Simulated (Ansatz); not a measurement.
One change: `[SiH3][AsH][SiH3]` becomes `[SiH3]N[SiH3]`.

Ansatz, PBE0-D4/def2-TZVP geometries, multiplicity 1. 

Scalar relativity is left out up to krypton.

| property | `[SiH3][AsH][SiH3]` |
| --- | --- |
| HOMO–LUMO gap (B3LYP/def2-TZVPP) / eV | 6.93 |
| size of the dipole moment (PBE/def2-TZVPP) / D | 0.32 |
| HOMO–LUMO gap (PBE/def2-TZVPP) / eV | 5.51 |
| HOMO–LUMO gap (PBE0/def2-TZVPP) / eV | 7.34 |
| HOMO energy (ωB97M-V/def2-TZVPP) / eV | -9.46 |
| size of the dipole moment (B3LYP/def2-TZVPP) / D | 0.33 |

Task: What does the change do to each property? (Estimate.)

Result: The calculation gave: 
```csv
property,`[SiH3]N[SiH3]`,shift
HOMO–LUMO gap (B3LYP/def2-TZVPP) / eV,7.01,0.08
size of the dipole moment (PBE/def2-TZVPP) / D,0.92,0.60
HOMO–LUMO gap (PBE/def2-TZVPP) / eV,5.28,-0.23
HOMO–LUMO gap (PBE0/def2-TZVPP) / eV,7.44,0.10
HOMO energy (ωB97M-V/def2-TZVPP) / eV,-9.81,-0.35
size of the dipole moment (B3LYP/def2-TZVPP) / D,0.91,0.58
```

Dipoles are sizes alone; their direction can turn.

Positive LUMOs are unbound, so they and the gaps depend on the basis.

B3LYP here is the variant with VWN-RPA as its local correlation; programs differ in this.
